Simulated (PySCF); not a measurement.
Electronic structure of Co⁺ (cobalt, charge +1) at the B3LYP level

Configuration: [Ar] 3d8, high-spin 3F determinant. Calculation: PySCF 2.14, in aug-cc-pVDZ; no relativity, point nucleus.

- Total energy: -1382.505 hartree
- One-electron energy: -1909.950 hartree
- Hartree (Coulomb) energy: 586.759 hartree
- Exchange-correlation energy: -59.313 hartree
- Kinetic energy: 1380.46992 hartree
- ⟨S²⟩: 2.0026
- ⟨L²⟩: 12.013
- Sum of ⟨r⟩: 17.52 bohr
- Sum of ⟨r²⟩: 20.73 bohr²
- Density at the nucleus (Gaussians lack the cusp): 13300 bohr⁻³
- Spin density at the nucleus: 0.169 bohr⁻³
- Langevin diamagnetic susceptibility: -16.4 ×10⁻⁶ cm³/mol
- Time after the integrals: 1.4 s of wall time on 1 thread of Neoverse-V2 (shared host)

| shell | electrons | mean orbital energy (hartree) | spread (hartree) | rms radius, mean of both spins (bohr) |
| --- | --- | --- | --- | --- |
| 1s α | 1 | -277.75418 | 0 | 0.0659 |
| 1s β | 1 | -277.75348 | 0 | 0.0659 |
| 2s α | 1 | -33.05628 | 0 | 0.280 |
| 2s β | 1 | -33.01514 | 0 | 0.280 |
| 2p α | 3 | -28.69944 | 0 | 0.250 |
| 2p β | 3 | -28.66544 | 0 | 0.250 |
| 3s α | 1 | -3.98412 | 0 | 0.847 |
| 3s β | 1 | -3.88646 | 0 | 0.847 |
| 3p α | 3 | -2.67238 | 0 | 0.902 |
| 3p β | 3 | -2.56870 | 0 | 0.902 |
| 3d α | 5 | -0.53929 | 0.03706 | 1.32 |
| 3d β | 3 | -0.48339 | 0 | 1.32 |
